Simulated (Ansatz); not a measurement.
Species: B2H3, net charge 0, doublet state. It need not be the lowest isomer of its formula. 
Geometry from a B3LYP-D3(BJ)/def2-TZVP (Ansatz, a first-principles code) optimisation:
```
B
H 1 1.1953
H 1 1.1953 2 118.30
B 1 1.5608 2 120.85 3 180.00
H 4 1.1764 3 154.73 1 -180.00
```
Charge 0, spin multiplicity 2.

Parts of the frozen-core correlation energy in cc-pVDZ (Ansatz, hartree). Frozen orbitals: 2; correlated occupied orbitals by spin: 5 and 4; virtual: 36 and 37. Open shells are spin-unrestricted. No spin-orbit coupling. Non-relativistic.

```csv
term,value
reference (HF),-51.02108
MP2 opposite-spin,-0.12161
MP2 same-spin,-0.02383
CCSD correlation,-0.18033
(T),-0.00443
CCSDT minus CCSD(T),-0.00104
CCSDT(Q) minus CCSD(T),-0.00123
T1 diagnostic,0.018
largest doubles amplitude,0.035
<S^2> of the reference,0.757
```
